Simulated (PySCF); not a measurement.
C₄H₆BF, SMILES CCB(F)C#C.

Geometry: PBE-D3(BJ)/def2-SVP. This is a generated structure with no PubChem entry under its InChIKey; it may be hypothetical. Other conformers were not sampled.

All values below come from PySCF with PBE-D3(BJ)/def2-SVP.

Frequencies are harmonic and unscaled.

Problem. Give all harmonic wavenumbers and intensities. (Estimate from the structure and the level; the computed values follow.)

Solution. 
```
mode  ν (cm⁻¹)  IR (km/mol)  moving atoms (share of kinetic energy)
----  --------  -----------  --------------------------------------
1           26          1.2                  H 55 %, C 33 %, F 12 %
2          116          0.7                          C 67 %, H 22 %
3          189          0.2                   H 56 %, C 27 %, F 9 %
4          226          2.6                          C 50 %, H 46 %
5          241          1.6                  C 55 %, F 21 %, H 18 %
6          393          7.9                  C 49 %, F 35 %, H 13 %
7          449          1.3                  H 53 %, B 27 %, C 18 %
8          519          4.8                  C 64 %, F 20 %, H 10 %
9          628          0.6                  C 62 %, F 20 %, H 15 %
10         661         36.4                          H 75 %, C 25 %
11         727         31.6                  H 45 %, B 35 %, C 19 %
12         739         26.4                          H 75 %, C 25 %
13         935         23.8                          H 74 %, C 21 %
14         949          3.7                  H 73 %, C 16 %, B 11 %
15        1048          1.9                          C 66 %, H 29 %
16        1114        164.1                          B 54 %, H 36 %
17        1201          1.6                          H 79 %, C 20 %
18        1232        168.7          B 41 %, C 28 %, H 19 %, F 11 %
19        1337        154.6          B 41 %, H 32 %, C 16 %, F 10 %
20        1344          7.2                          H 84 %, C 12 %
21        1361         12.2                          H 72 %, C 23 %
22        1425         17.5                                  H 95 %
23        1428          6.6                                  H 97 %
24        2110         90.2                           C 89 %, H 9 %
25        2944         18.3                                  H 94 %
26        2974         24.2                                  H 97 %
27        2979          4.7                           H 91 %, C 9 %
28        3059         21.9                           H 91 %, C 9 %
29        3061         17.4                           H 91 %, C 9 %
30        3392         40.9                          H 86 %, C 14 %
```
